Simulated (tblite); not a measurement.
Compound: C6H12O2Si.
Numbering: `[CH3:1][C@:2]1([C:3](=[O:4])[OH:5])[CH2:6][C@@H:7]([SiH3:8])[CH2:9]1` (hydrogens: H10, H11, H12 on C1; H13 on O5; H14, H15 on C6; H16 on C7; H17, H18, H19 on Si8; H20, H21 on C9)

Computed with GFN2-xTB (tblite), gas phase: L-BFGS steps from a force-field or distance-geometry start until the largest atomic force falls under 0.01 eV/Å.

Geometry at step 48:
```
atom  x, y, z in Å
C1      1.9263   -1.0140    0.5675
C2      0.8223   -0.1999   -0.0953
C3      1.4621    0.5990   -1.2025
O4      1.4949    0.2850   -2.3584
O5      2.0321    1.7217   -0.7471
C6     -0.0538    0.6179    0.8760
C7     -1.2300   -0.3427    0.6067
Si8    -2.8810    0.4571    0.1352
C9     -0.4139   -1.0176   -0.5143
H10     2.6498   -0.3633    1.0511
H11     2.4316   -1.6349   -0.1668
H12     1.4978   -1.6672    1.3166
H13     2.4548    2.2088   -1.4697
H14     0.2885    0.6455    1.9091
H15    -0.2201    1.6410    0.5346
H16    -1.3673   -1.0386    1.4374
H17    -2.6147    1.3898   -0.9517
H18    -3.4037    1.1668    1.2967
H19    -3.8345   -0.5688   -0.2714
H20    -0.7405   -0.7700   -1.5220
H21    -0.3097   -2.0986   -0.4320
```

**Question.** Give the atomic forces at this geometry.

**Answer.** 
| atom | Fx (eV/Å) | Fy (eV/Å) | Fz (eV/Å) |
| --- | --- | --- | --- |
| C1 | -0.009 | -0.054 | 0.057 |
| C2 | -0.055 | 0.075 | 0.044 |
| C3 | -0.049 | 0.023 | 0.205 |
| O4 | -0.007 | -0.065 | -0.340 |
| O5 | 0.022 | 0.066 | 0.108 |
| C6 | -0.046 | -0.083 | 0.046 |
| C7 | 0.006 | -0.054 | -0.028 |
| Si8 | 0.036 | -0.043 | -0.002 |
| C9 | 0.038 | 0.055 | 0.022 |
| H10 | 0.047 | 0.058 | -0.039 |
| H11 | 0.068 | 0.007 | -0.080 |
| H12 | -0.094 | -0.092 | 0.172 |
| H13 | 0.028 | 0.009 | -0.071 |
| H14 | 0.086 | 0.022 | -0.038 |
| H15 | -0.009 | -0.100 | 0.049 |
| H16 | 0.036 | 0.057 | 0.032 |
| H17 | -0.030 | 0.090 | -0.114 |
| H18 | -0.033 | 0.085 | 0.096 |
| H19 | -0.037 | -0.072 | -0.056 |
| H20 | -0.031 | -0.027 | -0.030 |
| H21 | 0.033 | 0.044 | -0.034 |

The largest, 0.35 eV/Å, acts on O4; the rms over all components is 0.077 eV/Å. The forces sum to zero within rounding, as they must for an isolated molecule in no field.

**Question.** Give the force on O4 in Eh/bohr and in nN.

**Answer.** 0.346 eV/Å ÷ 51.422 = 0.00673 Eh/bohr, and 0.346 eV/Å × 1.602 = 0.55 nN.

**Question.** How far is this geometry from the end of the optimisation?

**Answer.** 0.036 eV above it, and 0.421 Å rms away after alignment. The bonds farthest from their final lengths, with half the difference of the two atoms' forces along the bond (positive lengthens):

| bond | now (Å) | final (Å) | force along bond (eV/Å) |
| --- | --- | --- | --- |
| Si8–H18 | 1.458 | 1.467 | +0.08 |
| C7–Si8 | 1.894 | 1.901 | -0.01 |
| Si8–H19 | 1.458 | 1.464 | +0.04 |
| C1–H12 | 1.082 | 1.088 | +0.07 |
| C2–C6 | 1.543 | 1.547 | -0.04 |
| C3=O4 | 1.198 | 1.203 | +0.27 |

The angle farthest from its final value is C3–C2–C6, 115.0° against 110.7°.

What follows is the cost of the whole relaxation. The run took 0.88 s on an Arm Neoverse V1 with one thread, no GPU, shared host with 32 logical CPUs at a one-minute load of 17.
